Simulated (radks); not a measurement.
The technetium ion Tc3+, configuration [Kr] 4d3.5 4f0.5 (fractional occupations, a model configuration). Method: scalar-relativistic Kohn-Sham, OLYP, spin-polarised, spherical densities, finite nucleus; open shells are filled with parallel spins first (spin-orbit coupling, left out, can overturn this in heavy ions); Fermi nuclear charge, rms radius 4.4112 fm; computed with a radial shooting solver on a logarithmic mesh with Libxc functionals.

Normalised radial functions P(r) = r R(r), r in bohr:

```
   r/bohr * 3d down, o 4s down, + 4p up (the largest magnitude, 1.59, reaches the edge; | marks zero, & curves that meet)
 0.003309                             & o
 0.005138                             & o
 0.008042                             &  o
  0.01249                             *+  o
  0.01954                             * + o
  0.03035                             |* &
   0.0475                            o| *  +
  0.07375                        o    |    *+
   0.1154                       o     |   +      *
   0.1792                          +  |o                  *
   0.2805                    +        |         o                *
   0.4356                        +    |    o                  *
   0.6817                o            |          +*
    1.059          o                  |  *              +
    1.657                     o       *         +
    2.572                            o* +
    4.026                             &
    6.252                             &
    9.785                             &
```

3d down: eigenvalue -285.69 eV, 0 radial nodes, <r> = 0.398 bohr, 90 % of the charge inside 0.634 bohr. 4s down: eigenvalue -105.69 eV, 3 radial nodes at r = 0.0434, 0.174, 0.495 bohr, <r> = 1.04 bohr, 90 % of the charge inside 1.51 bohr. 4p up: eigenvalue -80.216 eV, 2 radial nodes at r = 0.155, 0.504 bohr, <r> = 1.15 bohr, 90 % of the charge inside 1.69 bohr.
